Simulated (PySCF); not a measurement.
**How methods differ on the excitation energy of Sb⁺**

Sb⁺ [Kr] 4d10 5s2 5p2 (3P) → Sb⁺ [Kr] 4d10 5s1 5p3 (5S), as a difference of total energies. Calculation: PySCF 2.14, in aug-cc-pVDZ-PP with ECP28MDF (5s4p3d, 32 functions); a scalar-relativistic core potential. Correlated levels: valence: 4s2 4p6 4d10 frozen. The calculations carry no spin-orbit coupling.

```tsv
method	excitation energy (eV)	error (eV)
UHF	4.153	-1.744
LDA	6.851	+0.954
PBE	6.558	+0.661
PBE0	6.101	+0.204
r2SCAN	5.808	-0.089
M06	7.210	+1.313
M06-L	6.759	+0.862
BLYP	7.025	+1.128
r2SCAN0	5.608	-0.289
MP2 (valence)	4.809	-1.088
SCS-MP2 (valence)	5.083	-0.814
```

Reference: 5.897 eV (measured; NIST levels, between the centres of gravity of the two terms).

Errors of the correlated levels include the incompleteness of this basis and the frozen core.
